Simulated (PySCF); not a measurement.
Species: C2H10AlNO.
SMILES with atom numbers: `[CH3:1][CH2:2][O:3][AlH2-:4][NH3+:5]` (hydrogens: H6, H7, H8 on C1; H9, H10 on C2; H11, H12 on Al4; H13, H14, H15 on N5)

Computed by this run: PBE0-D3(BJ)/def2-SVP geometry optimisation, gas phase in PySCF; density fitting, grid level 1; the optimiser is geomeTRIC in internal coordinates, started from a GFN2-xTB structure with every atom displaced at random (about 0.01 Å).

Step 3: E = -12357.0163 eV
```
atom  x, y, z in Å  |  force x, y, z in eV/Å
C1      2.2903   -0.3187   -0.7327   -0.076   0.034  -0.014
C2      1.4845   -0.5078    0.5426    0.075   0.162  -0.061
O3      0.2119    0.0044    0.4541   -0.016  -0.260   0.101
Al4    -1.0271    1.1013    0.0174    0.013   0.084  -0.018
N5     -2.6094   -0.2086    0.1551   -0.027   0.052   0.048
H6      2.4121    0.7520   -0.9620   -0.022  -0.003   0.000
H7      3.2918   -0.7636   -0.6462    0.072  -0.041   0.030
H8      1.7775   -0.7878   -1.5876    0.002   0.003   0.006
H9      2.0359   -0.0410    1.3857    0.000  -0.001   0.001
H10     1.4427   -1.5897    0.7820   -0.033  -0.031  -0.007
H11    -1.4821    2.1582    1.1336   -0.008   0.028   0.016
H12    -1.1603    1.5077   -1.5265   -0.004   0.022  -0.057
H13    -2.5465   -0.9470   -0.5451    0.016  -0.043  -0.034
H14    -2.6345   -0.6555    1.0733    0.025   0.009  -0.013
H15    -3.4988    0.2744    0.0201   -0.016  -0.016   0.003
```

Step 4: E = -12357.0273 eV
```
atom  x, y, z in Å  |  force x, y, z in eV/Å
C1      2.2556   -0.3009   -0.7322   -0.099   0.070  -0.052
C2      1.4750   -0.5265    0.5522    0.057   0.190  -0.084
O3      0.1795   -0.0655    0.4787    0.222  -0.454   0.189
Al4    -0.9955    1.0791    0.0165   -0.217   0.258  -0.053
N5     -2.6064   -0.1976    0.1494   -0.007   0.116   0.067
H6      2.3188    0.7744   -0.9660   -0.033  -0.008   0.002
H7      3.2811   -0.6865   -0.6617    0.110  -0.080   0.054
H8      1.7583   -0.7979   -1.5806    0.003   0.008   0.010
H9      2.0167   -0.0397    1.3897    0.004  -0.007   0.014
H10     1.4747   -1.6085    0.7865   -0.016  -0.067   0.013
H11    -1.4307    2.1591    1.1186   -0.015   0.033   0.016
H12    -1.0747    1.4807   -1.5287   -0.024   0.036  -0.102
H13    -2.5376   -0.9447   -0.5398    0.005  -0.073  -0.050
H14    -2.6315   -0.6308    1.0739    0.026  -0.008  -0.014
H15    -3.4952    0.2836    0.0070   -0.015  -0.015  -0.009
```

Step 5: E = -12357.0412 eV
```
atom  x, y, z in Å  |  force x, y, z in eV/Å
C1      2.1947   -0.2698   -0.7323   -0.085   0.064  -0.064
C2      1.4591   -0.5556    0.5660    0.027   0.141  -0.064
O3      0.1274   -0.1930    0.5205    0.380  -0.561   0.233
Al4    -0.9402    1.0374    0.0171   -0.431   0.429  -0.114
N5     -2.5991   -0.1747    0.1385    0.027   0.134   0.058
H6      2.1549    0.8053   -0.9746   -0.025  -0.013   0.002
H7      3.2536   -0.5550   -0.6777    0.108  -0.081   0.054
H8      1.7328   -0.8154   -1.5707    0.001   0.011   0.010
H9      1.9803   -0.0324    1.3942    0.011  -0.011   0.026
H10     1.5362   -1.6348    0.7949    0.023  -0.073   0.023
H11    -1.3400    2.1552    1.0969   -0.002   0.028   0.008
H12    -0.9378    1.4315   -1.5321   -0.028   0.036  -0.099
H13    -2.5256   -0.9364   -0.5340   -0.011  -0.073  -0.047
H14    -2.6221   -0.5898    1.0712    0.013  -0.024  -0.011
H15    -3.4862    0.3056   -0.0142   -0.008  -0.007  -0.015
```

Task: Estimate the geometry and energy of step 6. (The exact step hangs on the optimiser's Hessian estimate; all steps are aligned on step 5, rigid shifts and turns removed.)

Result: E = -12357.0510 eV, largest force 0.483 eV/Å
```
atom  x, y, z in Å  |  force x, y, z in eV/Å
C1      2.1753   -0.2583   -0.7326   -0.031   0.043  -0.036
C2      1.4556   -0.5642    0.5698   -0.005   0.052  -0.023
O3      0.1087   -0.2507    0.5347    0.268  -0.381   0.127
Al4    -0.9240    1.0196    0.0159   -0.322   0.331  -0.083
N5     -2.6006   -0.1628    0.1340    0.044   0.076   0.025
H6      2.0949    0.8128   -0.9822   -0.005  -0.008   0.001
H7      3.2453   -0.5063   -0.6735    0.049  -0.046   0.027
H8      1.7336   -0.8255   -1.5672   -0.002   0.005   0.007
H9      1.9648   -0.0248    1.3954    0.007  -0.003   0.017
H10     1.5697   -1.6411    0.7987    0.030  -0.038   0.021
H11    -1.2979    2.1507    1.0932    0.004   0.013  -0.006
H12    -0.9003    1.4160   -1.5365   -0.021   0.014  -0.046
H13    -2.5309   -0.9283   -0.5363   -0.016  -0.034  -0.022
H14    -2.6185   -0.5773    1.0670    0.000  -0.023  -0.001
H15    -3.4875    0.3184   -0.0168   -0.001   0.001  -0.009
```

The energy changes by -0.0098 eV. The first-order estimate −F·Δx gives -0.0119 eV and the mean of the old and new forces, exact on a quadratic surface, -0.0094 eV. The step makes an angle of 85° with the force vector and moves no atom by more than 0.062 Å.

The cost below is that of the whole optimisation. The run took 88 s wall on an Arm Neoverse V2 with one thread (shared host), and the process peaked at 0.51 GiB of memory.
